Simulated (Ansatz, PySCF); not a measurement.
C4F5, doublet, at a GFN2-xTB geometry. Base run: WB97X-V/STO-3G run with PySCF.

PySCF was given this input:
```python
from pyscf import gto, scf, dft

mol = gto.M(
    atom='''
F    -0.10508476    2.29887463    0.45842030
C     0.06611296    1.02363900    0.18498420
C     1.14126835    0.20846871   -0.15352017
F     2.41947565    0.44195125   -0.32546097
C     0.36797154   -0.94434736   -0.24337601
F     0.58664635   -2.21091063   -0.52319859
C    -0.89285418   -0.16309237    0.12010420
F    -1.50114293   -0.50648297    1.26906905
F    -1.85489344   -0.10654426   -0.81762460
''',
    basis='sto-3g',
    spin=1,
    verbose=4,
)

mf = dft.UKS(mol)
mf.xc = 'wb97x_v'
mf.kernel()
```

The same geometry, method and basis name were run in Ansatz (a first-principles code) and PySCF, at each program's defaults and at the settings that a row names. The base is PySCF at its defaults. Differences at the defaults can come from grids, fitting, cores and function types together.

| code and settings | ΔE vs base (mEh) | basis functions | E (Eh) | SCF cycles | dipole (D) |
|---|---|---|---|---|---|
| PySCF, defaults (exact integrals, its default grid, spherical functions) | 0.000 | 45 | -642.25672 | 11 | 0.67 |
| Ansatz, defaults (factorised integrals, its default grid, spherical functions) | -0.005 | 45 | -642.25673 | - | - |
| PySCF, density fitting with def2-universal-jkfit | -2.950 | 45 | -642.25967 | 11 | 0.67 |
| PySCF, fine grid | -0.010 | 45 | -642.25673 | 11 | 0.67 |
| Ansatz, high accuracy | -0.009 | 45 | -642.25673 | - | - |

Open shells are given as the SCF converged; they aren't shown to be the lowest states, and a large step between rows can be another state.
